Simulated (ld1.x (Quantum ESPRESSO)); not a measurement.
## Transferability test, ultrasoft potential for argon (Ar)

argon, ultrasoft, made with ld1.x (Quantum ESPRESSO) 7.5 (PBE, non-relativistic). Core [Ne], reference 3s2 3p4 (charge +2). Waves: 3s (bound): rcut 1.00, rcutus 1.40 bohr; 3s channel at -3.25 Ry: rcut 1.00, rcutus 1.40 bohr; 3p (bound): rcut 1.10, rcutus 1.40 bohr; 3p channel at -1.5 Ry: rcut 1.10, rcutus 1.40 bohr; 3d channel at 0.15 Ry: rcut 0.85, rcutus 1.15 bohr. Local part: all-electron potential smoothed inside 0.90 bohr (lloc = -2). Core correction: a·sin(br)/r model core inside 1.15 bohr. Augmentation charge: built from norm-conserving waves at rcut, not smoothed further.

Energies are relative to the spin-unpolarised reference configuration 3s2 3p4; without spin polarisation the order of configurations can differ from experiment.

```json
{"valence configuration": "3s2 3p6", "charge": "0", "ΔE all-electron (eV)": "-44.745", "error AE − PS (meV)": "+9.4"}
{"valence configuration": "3s2 3p5.5", "charge": "+0.5", "ΔE all-electron (eV)": "-38.190", "error AE − PS (meV)": "+7.1"}
{"valence configuration": "3s1 3p6", "charge": "+1", "ΔE all-electron (eV)": "-14.313", "error AE − PS (meV)": "+11"}
{"valence configuration": "3s2 3p2", "charge": "+4", "ΔE all-electron (eV)": "100.213", "error AE − PS (meV)": "+57"}
```

Q: What are ΔE and the potential's error for 3s2 3p3?

A: ΔE = 42.587 eV all-electron; the error (AE − PS) is +9.9 meV.

Q: What are ΔE and the potential's error for 3s2 3p5?

A: ΔE = -28.671 eV all-electron; the error (AE − PS) is +4.1 meV.
